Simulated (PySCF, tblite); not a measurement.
Isomers of C5H11PS, one GFN2-xTB conformer each. Single-point energies are computed at PBE0/pcSseg-1 (PySCF, gas phase, no added dispersion term), electronic only.

```csv
SMILES,GFN2-xTB relative energy (kJ/mol)
C/C=C/P(C)(C)=S,0.0
C=C[P@@H](=S)CCC,26.4
```

Conformers: `[CH3:1]/[CH:2]=[CH:3]/[P:4]([CH3:5])([CH3:6])=[S:7]` with C2–C3–P4–C5 126°; `[CH2:1]=[CH:2][P@@H:3](=[S:4])[CH2:5][CH2:6][CH3:7]` with C1–C2–P3–S4 -1°, C2–P3–C5–C6 -91°, P3–C5–C6–C7 64°.

Task: What does PBE0/pcSseg-1 give for the same structures?

Result: 
| SMILES | PBE0/pcSseg-1 E (Eh) | PBE0/pcSseg-1 (kJ/mol) | GFN2-xTB (kJ/mol) | point group |
| --- | --- | --- | --- | --- |
| C/C=C/P(C)(C)=S | -936.15110 | 0.0 | 0.0 | Cs |
| C=C[P@@H](=S)CCC | -936.12434 | 70.2 | 26.4 | C1 |

Both levels put the same isomer lowest. 

Task: Which frontier levels, dipoles and rotational constants go with these structures?

Result: 
| SMILES | HOMO (eV, PBE0/pcSseg-1) | LUMO (eV) | dipole (D) | A, B, C (MHz) |
| --- | --- | --- | --- | --- |
| C/C=C/P(C)(C)=S | -6.28 | -0.40 | 4.59 | 2315, 1152, 980.2 |
| C=C[P@@H](=S)CCC | -6.61 | -0.84 | 4.16 | 1954, 1485, 1170 |

Task: What happens when harmonic zero-point energies from GFN2-xTB frequencies are added?

Result: 
| SMILES | ZPE (kJ/mol) | electronic (kJ/mol) | with ZPE (kJ/mol) |
| --- | --- | --- | --- |
| C/C=C/P(C)(C)=S | 379.1 | 0.0 | 0.0 |
| C=C[P@@H](=S)CCC | 382.1 | 70.2 | 73.2 |

The zero-point energies span 3.0 kJ/mol. The order is unchanged.
